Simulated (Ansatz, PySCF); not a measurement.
Ways to break one bond of F[Si](F)(Br)Br [dibromo(difluoro)silane]:

A. F[Si](F)(Br)Br → F[Si](F)Br + Br atom
B. F[Si](F)(Br)Br -> F[Si](Br)Br + F atom

Quantity: bond dissociation energy (enthalpy at 298 K, with B3LYP-D3(BJ) rigid-rotor harmonic-oscillator terms), kcal/mol. Each molecule is optimised on its own at B3LYP-D3(BJ)/def2-TZVP (Ansatz, an electronic-structure program). Frequencies are from Ansatz or PySCF. Cores are frozen in the correlated levels unless marked. UHF or UKS for open shells. No spin-orbit coupling. Frozen are the shells of the preceding noble gas and the d and f shells that filled before the atom's block. No relativistic terms. Basis-set limits of correlation are two-point, X^-3; Hartree-Fock from the larger set.

```csv
,PBE0/def2-TZVP (Ansatz),B2PLYP-D4/def2-TZVPD (Ansatz + dftd4),CCSD(T)/STO-3G (Ansatz),"CCSD(T)/CBS(def2-TZVPP,def2-QZVPP) (Ansatz)"
A,95.9,95.7,86.3,100.6
B,147.9,152.1,86.3,157.5
```
